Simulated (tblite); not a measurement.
C7H12SSi.
SMILES with atom numbers: `[CH2:1]=[CH:2][CH:3]([CH:4]=[CH2:5])/[CH:6]=[CH:7]\[S:8][SiH3:9]` (hydrogens: H10, H11 on C1; H12 on C2; H13 on C3; H14 on C4; H15, H16 on C5; H17 on C6; H18 on C7; H19, H20, H21 on Si9)

Computed with GFN2-xTB (tblite), gas phase: L-BFGS steps from a force-field or distance-geometry start until the largest atomic force falls under 0.01 eV/Å.

The end geometry, which sets the zero of energy:
```
atom  x, y, z in Å
C1     -1.3175    0.1841   -2.4741
C2     -1.4168   -0.4666   -1.3312
C3     -0.9053    0.0513   -0.0190
C4     -2.0001    0.2256    1.0028
C5     -3.2945    0.1999    0.7482
C6      0.1212   -0.9070    0.5149
C7      1.3739   -0.5967    0.8141
S8      2.0556    1.0248    0.6515
Si9     4.1328    0.6202    1.0167
H10    -0.8634    1.1598   -2.5320
H11    -1.6857   -0.2266   -3.3995
H12    -1.8731   -1.4476   -1.2897
H13    -0.4209    1.0237   -0.1674
H14    -1.6418    0.3948    2.0102
H15    -3.6775    0.0471   -0.2472
H16    -4.0260    0.3446    1.5257
H17    -0.2139   -1.9256    0.6588
H18     2.0635   -1.3349    1.1938
H19     4.7346    1.9384    0.9526
H20     4.6085   -0.2883   -0.0207
H21     4.2377   -0.0040    2.3317
```

Problem. These geometries come from the run, each turned onto the end geometry. Order them by energy, lowest first.
A.
```
atom  x, y, z in Å
C1     -1.2960    0.3401   -2.2961
C2     -1.5232   -0.4366   -1.2798
C3     -0.7989   -0.0834   -0.0032
C4     -1.8016    0.2703    1.0560
C5     -3.0830    0.2337    0.7808
C6      0.0948   -1.2407    0.3520
C7      1.3895   -1.0759    0.4163
S8      2.0388    0.5667    0.0712
Si9     3.8720    0.8753    1.1213
H10    -0.6139    1.1658   -2.1140
H11    -1.7567    0.2175   -3.2699
H12    -2.1944   -1.3075   -1.3032
H13    -0.2001    0.8394   -0.1500
H14    -1.4587    0.5479    2.0555
H15    -3.4541   -0.0300   -0.2071
H16    -3.8096    0.4855    1.5418
H17    -0.3803   -2.2088    0.5486
H18     2.0520   -1.9049    0.6704
H19     4.5898    1.9024    0.3673
H20     4.6401   -0.3606    1.0483
H21     3.6848    1.2208    2.5340
```
B.
```
atom  x, y, z in Å
C1     -1.3130    0.2897   -2.4339
C2     -1.4474   -0.4028   -1.3197
C3     -0.8822    0.0230    0.0061
C4     -1.9296    0.1424    1.0811
C5     -3.2303    0.2034    0.8686
C6      0.1587   -0.9825    0.4104
C7      1.4666   -0.7734    0.4091
S8      2.2297    0.7363   -0.1021
Si9     3.9826    0.7046    1.1368
H10    -0.8011    1.2375   -2.4491
H11    -1.7052   -0.0550   -3.3763
H12    -1.9529   -1.3600   -1.3197
H13    -0.3889    0.9954   -0.1104
H14    -1.5342    0.1896    2.0884
H15    -3.6434    0.1670   -0.1259
H16    -3.9311    0.3090    1.6797
H17    -0.2109   -1.9573    0.7009
H18     2.1640   -1.5471    0.6943
H19     4.7746    1.7994    0.6116
H20     4.6138   -0.5993    0.9670
H21     3.5718    0.8972    2.5231
```
C.
```
atom  x, y, z in Å
C1     -1.3326    0.2221   -2.4617
C2     -1.4482   -0.4445   -1.3295
C3     -0.9099    0.0336   -0.0115
C4     -1.9833    0.1679    1.0370
C5     -3.2802    0.2132    0.7987
C6      0.1380   -0.9346    0.4592
C7      1.4216   -0.6491    0.6220
S8      2.1288    0.9379    0.3033
Si9     4.1071    0.6508    1.0877
H10    -0.8407    1.1803   -2.5036
H11    -1.7232   -0.1558   -3.3924
H12    -1.9329   -1.4126   -1.3017
H13    -0.4340    1.0131   -0.1411
H14    -1.6084    0.2546    2.0485
H15    -3.6793    0.1431   -0.1992
H16    -3.9972    0.3286    1.5937
H17    -0.2053   -1.9394    0.6681
H18     2.1260   -1.3927    0.9622
H19     4.7542    1.9160    0.7953
H20     4.7017   -0.4847    0.3910
H21     3.9892    0.3693    2.5143
```
D.
```
atom  x, y, z in Å
C1     -1.3248    0.2370   -2.4684
C2     -1.4697   -0.4255   -1.3371
C3     -0.9084    0.0232   -0.0183
C4     -1.9595    0.1324    1.0555
C5     -3.2590    0.2241    0.8458
C6      0.1465   -0.9602    0.4045
C7      1.4368   -0.6865    0.5306
S8      2.1445    0.9003    0.2098
Si9     4.0694    0.6839    1.1387
H10    -0.7968    1.1754   -2.5111
H11    -1.7230   -0.1306   -3.3995
H12    -1.9934   -1.3727   -1.3119
H13    -0.4306    1.0027   -0.1397
H14    -1.5683    0.1470    2.0650
H15    -3.6792    0.2285   -0.1461
H16    -3.9571    0.3112    1.6615
H17    -0.1966   -1.9673    0.6032
H18     2.1490   -1.4396    0.8313
H19     4.7969    1.8455    0.6635
H20     4.6193   -0.5853    0.6744
H21     3.8953    0.6735    2.5883
```
E.
```
atom  x, y, z in Å
C1     -1.3012    0.3262   -2.4421
C2     -1.4405   -0.3975   -1.3483
C3     -0.8707    0.0019   -0.0183
C4     -1.8989    0.1450    1.0696
C5     -3.2040    0.2028    0.8921
C6      0.1348   -1.0268    0.4149
C7      1.4464   -0.8444    0.4289
S8      2.2383    0.6265   -0.1589
Si9     3.9588    0.7245    1.1236
H10    -0.7801    1.2700   -2.4291
H11    -1.6991    0.0153   -3.3936
H12    -1.9573   -1.3480   -1.3707
H13    -0.3507    0.9597   -0.1373
H14    -1.4785    0.2139    2.0664
H15    -3.6543    0.1584   -0.0854
H16    -3.8749    0.3095    1.7267
H17    -0.2647   -1.9772    0.7467
H18     2.1290   -1.6116    0.7654
H19     4.7147    1.8214    0.5499
H20     4.6471   -0.5608    1.0627
H21     3.4969    1.0083    2.4770
```

Solution. C (0.002 eV), D (0.007 eV), B (0.013 eV), E (0.022 eV), A (0.541 eV).

In the order of the answer:

```tsv
step	E above end (eV)	largest force (eV/Å)	rms force component (eV/Å)	rms distance from end (Å)	rms bond change (Å)	bond most changed (Å)
128	0.002	0.02	0.009	0.194	0.000	C2–C3 +0.001
98	0.007	0.03	0.007	0.310	0.000	C2–C3 +0.001
74	0.013	0.04	0.012	0.437	0.001	C2–C3 +0.002
38	0.022	0.09	0.025	0.478	0.002	C7–S8 +0.004
1	0.541	1.43	0.427	0.549	0.013	C7–S8 +0.033
```

The cost below is that of the whole relaxation. On one thread of an Arm Neoverse N1, no GPU, shared host, this took 2.8 s of wall time.
